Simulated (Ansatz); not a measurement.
Cost and result up the ladder for Hf₃Si₂ (5 atoms). The state is a singlet with charge 0. Geometry: PBE-D4/def2-SVP.

```xyz
5

Hf    0.163    1.428   -0.802
Hf    2.169   -0.349   -0.048
Hf   -0.041   -0.186    1.636
Si   -0.251   -1.135   -0.776
Si   -2.040    0.241   -0.010
```

Ansatz on 4 threads of Arm Neoverse V2 on a shared host. Times are rough, and most runs start from the orbitals of an earlier one. No level here is sound enough to serve as a yardstick. Binding counts from free atoms at the same level (Hf triplet, Si triplet; other spins of the atoms weren't run), without zero-point energy or a counterpoise term.

In the def2 sets Hf takes a core potential; there is no spin–orbit coupling. No other spin state of charge 0 was run. Another isomer (triplet) lies 1.83 eV lower at PBE0-D4/def2-TZVP; other spin states weren't run for this one.

Run but left out: BHLYP-D4/def2-TZVP (restricted singlet, unstable in another Hartree–Fock run and untested here); CCSD(T)/def2-TZVP (restricted singlet, unstable towards broken spin symmetry).

```tsv
level	functions	binding energy per atom (eV)	remarks
r2SCAN-D4/def2-TZVP	194	3.24	restricted SCF unstable in HF
PBE-D4/def2-TZVP (with forces)	194	3.47	restricted SCF unstable in HF
PBE0-D4/def2-TZVP	194	3.14	restricted SCF unstable in HF
CAM-B3LYP-D4/def2-TZVP	194	2.58	restricted SCF unstable in HF
```

**Question.** Estimate how long each takes.

**Answer.** PBE-D4/def2-TZVP (with forces) 4 s; PBE0-D4/def2-TZVP 6.5 s; r2SCAN-D4/def2-TZVP 8 s; CAM-B3LYP-D4/def2-TZVP 14 s. On shared hardware such times vary by a factor of up to 3.
